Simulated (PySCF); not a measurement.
An unknown shows these calculated signals:

¹H NMR (300 MHz, computed): δ 6.87 (m, 1H), 6.48 (m, 1H), 6.33 (m, 1H), 5.99 (m, 1H), 5.48 (m, 1H), 2.15 (m, 3H), 1.62 (m, 1H), 1.08 (m, 3H), 1.01 (m, 3H).

¹³C{¹H} NMR (computed): δ 151.5 (C), 141.9 (CH2), 135.5 (CH), 125.2 (CH2), 36.9 (CH), 26.0 (CH3), 16.3 (CH3), 16.0 (CH3).

Computed data (PySCF 2.14.0 with density-fitted response routines): NMR shieldings at B97-2/pcSseg-1/GIAO, structure optimised with PBE0-D3(BJ)/def2-SVP. Gas phase, one conformer, non-relativistic Hamiltonian, one averaged value for each set of equivalent atoms.

Scale: TMS for ¹H (31.38 ppm), ¹³C (183.69 ppm) (reference shieldings calculated alike).

Q: Which of these does the molecule contain: an S-methyl group, a Si–H bond, a non-aromatic C=C double bond, a vinyl group CH=CH2, a C≡C triple bond, a (CH3)2CH unit?

A: 
- An S-methyl group: no.
- A Si–H bond: no.
- A non-aromatic C=C double bond: yes.
- A vinyl group CH=CH2: yes (δC 141.9, 135.5; δH 6.48 (m), 6.87 (m), 6.33 (m)).
- A C≡C triple bond: no.
- A (CH3)2CH unit: yes (δC 16.3, 36.9, 16.0; δH 1.01 (m), 1.62 (m), 1.08 (m)).

The data belong to `C(=C)[P@@](=S)(C(=C)C)C(C)C`, C$_{8}$H$_{15}$PS; they needn't prove each group on their own.

Carbon signals by region: 4 in the sp2 and nitrile region (100–160 ppm), 4 below 50 ppm.

Splittings by ³¹P in the carbon and heteronuclear signals aren't shown, as no couplings were computed. Shifts are as computed. Against solution values, carbons near 30 ppm lie about +1 ppm off and those near 130 ppm about +2 ppm. Of 1309 compounds with measured shifts, 239 miss one by over three times the rms of a fit or turn the order of signals round; such compounds aren't used in these exercises. Multiplicities follow the n + 1 count of equivalent neighbours, as no J values were calculated; m marks all less simple cases, F and P coupling included.
